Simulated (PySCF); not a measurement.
**Electronic structure of Cl³⁺ (chlorine, charge +3) at the UHF level**

Configuration: [Ne] 3s2 3p2, high-spin 3P determinant. All numbers are calculated (PySCF 2.14, no relativity, point nucleus, in def2-QZVPPD (10s7p5d2f1g, 79 functions)).

```json
{
  "Total energy": "-456.795201 hartree",
  "One-electron energy": "-608.9290 hartree",
  "Hartree (Coulomb) energy": "178.5869 hartree",
  "Exchange energy": "-26.4530 hartree",
  "Kinetic energy": "456.77272 hartree",
  "⟨S²⟩": "2.0104",
  "⟨L²⟩": "2.030",
  "Sum of ⟨r⟩": "9.358 bohr",
  "Sum of ⟨r²⟩": "11.59 bohr²",
  "Traceless quadrupole moment −½Σ⟨3z² − r²⟩ along its main axis": "1.07 e·bohr²",
  "Density at the nucleus (Gaussians lack the cusp)": "3200 bohr⁻³",
  "Spin density at the nucleus": "0.0747 bohr⁻³",
  "Langevin diamagnetic susceptibility": "-9.18 ×10⁻⁶ cm³/mol"
}
```

| shell | electrons | mean orbital energy (hartree) | spread (hartree) | rms radius, mean of both spins (bohr) |
| --- | --- | --- | --- | --- |
| 1s α | 1 | -106.60146 | 0 | 0.106 |
| 1s β | 1 | -106.56901 | 0 | 0.106 |
| 2s α | 1 | -12.26803 | 0 | 0.479 |
| 2s β | 1 | -12.23786 | 0 | 0.479 |
| 2p α | 3 | -9.74037 | 0.02760 | 0.451 |
| 2p β | 3 | -9.68470 | 0.03381 | 0.451 |
| 3s α | 1 | -2.54678 | 0 | 1.51 |
| 3s β | 1 | -2.26604 | 0 | 1.51 |
| 3p α | 2 | -1.94846 | 0 | 1.63 |

Spin-orbit constants ζ (cm⁻¹) from the X2C one-electron operator on these orbitals (non-relativistic here): bare nucleus, nucleus screened by l(l+1)(2l+1)/3 electrons, and screened by the Breit-Pauli mean field of the electrons.

| shell | bare | screened nucleus | mean field |
| --- | --- | --- | --- |
| 2p | 9942 | 8772 | 8242 |
| 3p | 979.3 | 864.1 | 804.0 |

To first order the Landé constant is A = 402.0 cm⁻¹, so the lowest level has J = 0 and lies 0.0997 eV below the centre of the term. This holds in LS coupling only.
